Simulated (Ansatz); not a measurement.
Reaction (atomization): `BC(O)[SiH2]C` → B• + 2 C• + 9 H• + O• + Si•

Calculated with Ansatz (gas phase, PBE0-D4/def2-TZVP geometries, no zero-point term in ΔE). CBS: MP2 limit from def2 TZ/QZ plus the TZ coupled-cluster correction, frozen cores. This one scheme is used for every species, atoms too. DFT in def2-TZVPP. B3LYP here is the variant with VWN-RPA as its local correlation; programs differ in this. Open shells (•) are unrestricted, without spin–orbit coupling. Spin–orbit coupling would lower the free atoms: a little for B, C, O, Si. One conformer a species, not always the lowest.

`BC(O)[SiH2]C`:

Z-matrix (Å, degrees):
```
C
O 1 1.416
Si 1 1.941 2 109.2
B 1 1.517 2 116.9 3 -111.9
H 1 1.101 2 113.1 3 113.4
H 2 0.961 1 108.9 3 -57.9
C 3 1.866 1 113.3 2 -71.6
H 3 1.493 1 102.5 2 46.7
H 3 1.487 1 110.4 2 162.2
H 4 1.195 1 121.7 2 14.2
H 4 1.199 1 117.7 2 -172.1
H 7 1.092 3 111.3 1 -70.9
H 7 1.092 3 110.7 1 168.8
H 7 1.092 3 110.1 1 49.1
```

```json
{"level": "PBE-D4", "ΔE (kcal/mol)": "1213.9", "difference from CCSD(T)/CBS": "16.5"}
{"level": "r2SCAN-D4", "ΔE (kcal/mol)": "1203.6", "difference from CCSD(T)/CBS": "6.2"}
{"level": "PBE0-D4", "ΔE (kcal/mol)": "1199.5", "difference from CCSD(T)/CBS": "2.1"}
{"level": "B3LYP-D4", "ΔE (kcal/mol)": "1200.6", "difference from CCSD(T)/CBS": "3.2"}
{"level": "ωB97X-V", "ΔE (kcal/mol)": "1202.5", "difference from CCSD(T)/CBS": "5.1"}
{"level": "ωB97M-V", "ΔE (kcal/mol)": "1203.7", "difference from CCSD(T)/CBS": "6.3"}
{"level": "B2PLYP", "ΔE (kcal/mol)": "1186.1", "difference from CCSD(T)/CBS": "-11.3"}
{"level": "PBE", "ΔE (kcal/mol)": "1207.2", "difference from CCSD(T)/CBS": "9.8"}
{"level": "r2SCAN", "ΔE (kcal/mol)": "1201.9", "difference from CCSD(T)/CBS": "4.5"}
{"level": "PBE0", "ΔE (kcal/mol)": "1193.8", "difference from CCSD(T)/CBS": "-3.6"}
{"level": "B3LYP", "ΔE (kcal/mol)": "1189.8", "difference from CCSD(T)/CBS": "-7.6"}
{"level": "HF/def2-TZVPP", "ΔE (kcal/mol)": "898.1", "difference from CCSD(T)/CBS": "-299.3"}
{"level": "MP2/def2-TZVPP", "ΔE (kcal/mol)": "1180.7", "difference from CCSD(T)/CBS": "-16.7"}
{"level": "SCS-MP2/def2-TZVPP", "ΔE (kcal/mol)": "1179.8", "difference from CCSD(T)/CBS": "-17.6"}
{"level": "CCSD/def2-TZVPP", "ΔE (kcal/mol)": "1155.5", "difference from CCSD(T)/CBS": "-41.9"}
{"level": "CCSD(T)/def2-TZVPP", "ΔE (kcal/mol)": "1169.6", "difference from CCSD(T)/CBS": "-27.8"}
{"level": "HF/def2-QZVPP", "ΔE (kcal/mol)": "899.5", "difference from CCSD(T)/CBS": "-297.9"}
{"level": "MP2/def2-QZVPP", "ΔE (kcal/mol)": "1197.1", "difference from CCSD(T)/CBS": "-0.3"}
{"level": "SCS-MP2/def2-QZVPP", "ΔE (kcal/mol)": "1198.2", "difference from CCSD(T)/CBS": "0.8"}
{"level": "HF/CBS(def2)", "ΔE (kcal/mol)": "899.7", "difference from CCSD(T)/CBS": "-297.7"}
{"level": "MP2/CBS(def2)", "ΔE (kcal/mol)": "1208.5", "difference from CCSD(T)/CBS": "11.1"}
{"level": "CCSD/CBS(def2)", "ΔE (kcal/mol)": "1183.2", "difference from CCSD(T)/CBS": "-14.2"}
{"level": "CCSD(T)/CBS", "ΔE (kcal/mol)": "1197.4", "difference from CCSD(T)/CBS": "0"}
```

Largest T1 diagnostic among the species: 0.014.

From PBE to PBE0 (25 % exact exchange), in def2-TZVPP and without D4, ΔE moves by −13.4 kcal/mol: exact exchange takes away binding that semilocal exchange gives to molecules. The D4 term adds +10.7 kcal/mol with B3LYP and +5.7 kcal/mol with PBE0; it sums over pairs of atoms, weighted by their polarisabilities, and B3LYP, whose exchange is more repulsive, gets the larger term. In def2-TZVPP, CCSD(T) changes the Hartree–Fock value by +271.5 kcal/mol (the triples alone add +14.2 kcal/mol) and MP2 by +282.6 kcal/mol; breaking electron pairs costs correlation energy, which Hartree–Fock lacks.

For atomizations the MP2-based limit and the directly extrapolated one differ by several kJ/mol either way, and by 10 to 25 for some Ge, Se and Sn compounds, so smaller differences from it don't rank the levels.
